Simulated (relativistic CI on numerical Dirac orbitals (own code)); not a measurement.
## Sc: computed level list

Calculated at this level of theory: Dirac-Coulomb-Breit CI, orbitals from a KLI potential per configuration, a model potential for QED, valence Slater integrals scaled by 0.85, P86 correlation energy added to each configuration (own radial code, finite nucleus).

Configuration list (outside the closed core [Ar]): 3d.4s2, 3d2.4s, 3d.4s.4p, 4s2.4p, 3d2.4p, 3d3, 3d.4s.4d, 3d.4s.4f, 4s2.5p, 3d.4s.5s, 4s2.6s, 4s2.5d, 3d2.4d, 4s2.6p, 3d.4s.5p, 3d.4p2, 4p3, 4p2.5p. Double excitations out of closed p, d and f shells are left out; levels of such configurations are missing from the list, as are those of other unlisted configurations, and high levels can miss mixing partners. These lack a partner that the ground configuration has and come out too high: 4s2.6s, 4s2.5d, 4s2.6p.

The lowest level is 3d.4s2 2D_3/2, with 92 % of that term; Hund's rules for 3d.4s2 give 2D with J = 3/2, in agreement.

```tsv
No.	Configuration	Term	J	E (cm⁻¹)	%	jj configuration (%)
1	3d.4s2	2D	3/2	0.0	92	3d3/2 (92)
2	3d.4s2	2D	5/2	146.6	92	3d5/2 (92)
3	3d2(3F).4s	4F	3/2	12644.5	98	3d3/2^2 4s (66)
4	3d2(3F).4s	4F	5/2	12666.3	98	3d3/2 3d5/2 4s (65)
5	3d2(3F).4s	4F	7/2	12696.7	98	3d3/2 3d5/2 4s (79)
6	3d2(3F).4s	4F	9/2	12735.4	98	3d5/2^2 4s (78)
7	3d.4s.4p	4F°	3/2	13481.3	97	3d3/2 4s 4p1/2 (80)
8	3d.4s.4p	4F°	5/2	13552.0	98	3d3/2 4s 4p1/2 (38)
9	3d.4s.4p	4F°	7/2	13651.5	98	3d3/2 4s 4p3/2 (38)
10	3d.4s.4p	4F°	9/2	13776.8	98	3d5/2 4s 4p3/2 (98)
11	3d.4s.4p	4D°	1/2	13962.6	97	3d3/2 4s 4p1/2 (50)
12	3d.4s.4p	4D°	3/2	13994.4	96	3d3/2 4s 4p3/2 (50)
13	3d.4s.4p	4D°	5/2	14049.1	94	3d3/2 4s 4p3/2 (56)
14	3d.4s.4p	4D°	7/2	14135.8	97	3d5/2 4s 4p3/2 (69)
15	3d.4s.4p	2D°	5/2	14300.2	91	3d5/2 4s 4p3/2 (44)
16	3d.4s.4p	2D°	3/2	14313.4	93	3d5/2 4s 4p3/2 (51)
17	3d.4s.4p	4P°	1/2	16022.1	98	3d3/2 4s 4p3/2 (85)
18	3d.4s.4p	4P°	3/2	16034.4	98	3d3/2 4s 4p3/2 (48)
19	3d.4s.4p	4P°	5/2	16070.9	98	3d5/2 4s 4p1/2 (45)
20	3d.4s.4p	2P°	1/2	16633.7	53	4p1/2 (41)
21	3d.4s.4p	2P°	3/2	16744.1	54	4p3/2 (40)
22	3d2(3F).4s	2F	5/2	16962.0	89	3d3/2 3d5/2 4s (52)
23	3d2(3F).4s	2F	7/2	17039.1	89	3d5/2^2 4s (54)
24	3d2(3P).4s	4P	1/2	19850.3	99	3d3/2^2 4s (40)
25	3d.4s.4p	2F°	5/2	19853.2	94	3d5/2 4s 4p1/2 (51)
26	3d2(3P).4s	4P	3/2	19860.1	98	3d3/2 3d5/2 4s (93)
27	3d2(3P).4s	4P	5/2	19866.7	94	3d3/2 3d5/2 4s (64)
28	3d.4s.4p	2F°	7/2	19892.9	94	3d3/2 4s 4p3/2 (49)
29	3d2(1D).4s	2D	3/2	20029.5	93	3d5/2^2 4s (47)
30	3d2(1D).4s	2D	5/2	20039.4	89	3d5/2^2 4s (66)
```

Energies count from the lowest computed level; ° marks odd parity. Percentages are summed over parent terms; the parents shown are those of the largest component, closed shells are left out there. Filled j subshells are mostly left out of the jj labels.

The mean weight of the leading LS term, summed over parents, in these 30 levels is 93 %, and that of the leading jj configuration (from the same eigenvectors) 61 %, so LS coupling describes them better.

For a near-neutral ion this model can misplace configurations by up to about 10,000 cm⁻¹ (more where the count of f electrons changes) and terms by 10 to 25 % of their spread. Rates follow the energies as ν³ (E1, M1) or ν⁵ (E2), so they and the lifetimes can be off by large factors. The fine structure of a lone outer electron comes out too small, for d and f at times inverted, and misplaced configurations move strength between like terms. 30 of the 36 excited levels that our extract of the measured tables holds in this range could be paired (the sources list more); they are missed by 1412 cm⁻¹ on average and 2501 at most, and levels without a partner can miss by more.

LS names give the leading component of a level, which can be under half, so a name can repeat, a term be missing and a line seem to break the LS rules.
